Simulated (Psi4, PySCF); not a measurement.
Intermolecular potential of BCl3 ··· H3O+ (SMILES ClB(Cl)Cl and [OH3+]) (charge +1), singlet. Monomers: optimised at B3LYP-D3(BJ) (def2-TZVP), held rigid. Orientation: a higher rigid-body minimum at GFN2-xTB. The monomers approach along the line of their centres of mass (distance R); nothing else relaxes.

Geometry at R = 4.52 Å (first 4 atoms: monomer A):
```
8

Cl    -0.8376     1.5310     0.0067
B      0.0003     0.0000    -0.0005
Cl    -0.9077    -1.4904     0.0064
Cl     1.7450    -0.0406    -0.0126
O     -0.7768     4.4579    -0.1258
H     -0.6603     3.4840    -0.0995
H     -1.0965     4.8352     0.7216
H     -1.2831     4.7689    -0.9065
``` The table gives interaction energies.

| R / Å | A | B | C |
|---|---|---|---|
| 4.12 | 3.47 | 5.69 | 12.56 |
| 4.29 | -4.32 | -2.42 | 2.12 |
| 4.52 | -7.99 | -6.33 | -4.10 |
| 4.74 | -8.18 | -6.76 | -5.83 |
| 4.94 | -7.29 | -6.15 | -5.83 |
| 5.25 | -5.42 | -4.75 | -4.87 |
| 5.51 | -4.01 | -3.68 | -3.94 |
| 6.03 | -2.13 | -2.19 | -2.53 |
| 6.72 | -1.05 | -1.19 | -1.47 |
| 7.73 | -0.51 | -0.59 | -0.81 |
| 8.99 | -0.27 | -0.30 | -0.46 |

Energies in kcal/mol.

**Question.** Assign the columns to these levels of theory: restricted Hartree-Fock/LANL2DZ, with its core potentials past Ne, no counterpoise correction (PySCF 2.14.0); restricted B3LYP/6-31G*, spherical d, no counterpoise correction in PySCF; DF-SCS-MP2/aug-cc-pVDZ, frozen core, counterpoise-corrected in Psi4.

**Answer.** A is RKS-B3LYP/6-31G*; B is SCS-MP2/aug-cc-pVDZ; C is RHF/LANL2DZ.
